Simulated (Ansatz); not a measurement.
Relaxation of ClFGeH6Si (10 atoms, charge 0, multiplicity 1), to a largest force component of 0.03 eV/Å in at most 50 steps.

Computed with RKS PBE0-D4/def2-SVP (Ansatz).

```xyz
10
Properties=species:S:1:pos:R:3
Ge 0.265 0.528 -0.503
H -0.031 0.085 2.204
H 1.249 -0.209 -1.421
Cl -1.244 1.426 -1.765
F -0.573 -0.743 0.358
Si 1.015 2.250 0.875
H 2.137 1.814 1.753
H 1.508 3.289 -0.082
H -0.128 2.787 1.663
H 0.270 0.480 2.724
```

Task: Where does it end, and by what steps?

Result: It converged. The force dipped under the threshold on the way, but the program's further checks kept it going. After 8 steps the energy has fallen by 0.164 eV; H10 moved furthest, 0.68 Å.

```tsv
step	energy less start (eV)	largest force component (eV/Å)	accepted
0	0.0000	1.395	yes
1	-0.1242	0.175	yes
2	-0.1512	0.077	yes
3	-0.1595	0.049	yes
4	-0.1622	0.126	yes
5	-0.1531	0.277	no
6	-0.1635	0.033	yes
7	-0.1639	0.016	yes
8	-0.1641	0.016	yes
```

```xyz
10
Properties=species:S:1:pos:R:3
Ge 0.290 0.596 -0.674
H -0.135 -0.122 2.623
H 1.247 -0.155 -1.613
Cl -1.318 1.388 -1.878
F -0.437 -0.638 0.327
Si 1.075 2.352 0.733
H 2.157 1.841 1.623
H 1.605 3.425 -0.157
H -0.083 2.851 1.525
H 0.069 0.169 3.297
```

Whether the end is a true minimum wasn't checked by a vibrational analysis.

The run took 17 s on 4 threads of Arm Neoverse V2, on a shared host, peak memory 0.28 GiB.
